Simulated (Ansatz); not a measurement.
Compare A (`[SiH3]C1=NCO1`) with its isomer B (`C=C1O[SiH]1N`).

Computed with Ansatz on PBE0-D4/def2-TZVP structures; ΔE is electronic, products minus reactants. CCSD(T)/CBS adds triple-zeta CCSD(T) − MP2 to the extrapolated MP2 energy (def2 sets, frozen cores). Functionals use def2-TZVPP. B3LYP here is the variant with VWN-RPA as its local correlation; programs differ in this. Each species was taken in one conformer, which may not be the lowest.

A:

```xyz
10

Si    0.404   -1.487   -1.000
C    -0.078    0.015    0.042
N    -1.153    0.325    0.678
C    -0.433    1.536    1.040
O     0.736    1.091    0.288
H    -0.538   -1.594   -2.139
H     1.789   -1.278   -1.483
H     0.321   -2.698   -0.151
H    -0.205    1.635    2.103
H    -0.843    2.457    0.622
```

B:

```xyz
10

C    -2.214    0.142   -0.073
C    -0.929    0.191    0.222
O    -0.124    1.331    0.480
Si    0.793   -0.074    0.545
N     1.944   -0.428   -0.629
H    -2.812    1.045   -0.138
H    -2.690   -0.813   -0.250
H     1.349   -0.432    1.861
H     1.784   -0.323   -1.617
H     2.899   -0.640   -0.400
```

Which isomer does CCSD(T)/CBS put lower? Give the gap. (Estimate.)

The calculation gave: B, by 45.9 kcal/mol.

Give E(B) − E(A) in kcal/mol with B3LYP, CCSD/def2-TZVPP, r2SCAN-D4, ωB97M-V, CCSD(T)/def2-TZVPP, PBE-D4, HF/def2-TZVPP. (An estimate is asked.)

Computed: B3LYP -45.6, CCSD/def2-TZVPP -43.6, r2SCAN-D4 -46.8, ωB97M-V -45.3, CCSD(T)/def2-TZVPP -43.1, PBE-D4 -42.8, HF/def2-TZVPP -42.5. None reverses the order clearly.

Largest T1 diagnostic: 0.015.
